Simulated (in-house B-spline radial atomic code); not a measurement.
Configurations of Eu, with energies counted from [Xe] 4f7 6s2. Method: scalar-relativistic (X2C) LC-wPBE, spin-polarised, spherical fractional occupations, exact exchange averaged over the configuration, Fermi nucleus of rms radius 5.1115 fm. Calculated with a radial B-spline atomic code at the basis-set limit. Shells without spins written out take the highest spin.

Occupations are held fixed; configurations that lie above the ionisation limit could autoionise.

```tsv
configuration	E - E(ref) (eV)	highest orbital	its <r> (bohr)
[Xe] 4f7 5d1 6s1	1.3099	5d up	3.321
[Xe] 4f7 6s1 7f1	4.9085	7f up	47.16
[Xe] 4f6 6s2 6d1	9.1999	6d up	11.15
[Kr] 4d10 4f7 5s2 5p5 6s2 6p1	22.562	6p up	4.921
[Kr] 4d10 4f7 5s2 5p5 6s2 6f1	26.477	6f up	30.28
```

Q: Order these further configurations by energy, lowest first.
A. [Kr] 4d10 4f7 5s2 5p5 5f1 6s2
B. [Kr] 4d10 4f7 5s2 5p5 6s2 7s1
C. [Xe] 4f6 5d1 6s2
D. [Kr] 4d9 4f7 5s2 5p6 5f1 6s2
E. [Kr] 4d9 4f7 5s2 5p6 6s2 6p1

A: C (4.305 eV), B (24.829 eV), A (26.127 eV), E (133.48 eV), D (137.06 eV).

Q: How far above the reference does [Xe] 4f7 6s1 6d1 lie?

A: 3.8921 eV; its least bound orbital is 6d up with <r> = 12.39 bohr.
